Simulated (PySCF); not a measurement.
A calculated (PBE0, PySCF 2.14, dyall-av2z, the non-relativistic Hamiltonian (point nucleus)) atom or ion has these occupied shells.

| shell | electrons | orbital energy (eV) | rms radius, mean of both spins (bohr) |
| --- | --- | --- | --- |
| 1s β | 1 | -895.43 | 0.183 |
| 1s α | 1 | -894.98 | 0.183 |
| 2s β | 1 | -81.767 | 0.910 |
| 2p β | 2 | -57.894 | 0.917 |
| 2p α | 3 | -57.168 | 0.917 |

(1) Name the element and its charge.

Results:

(1) Ne²⁺ (neon, charge +2), in [He] 2s1 2p5, 2s spin antiparallel (an excited configuration).
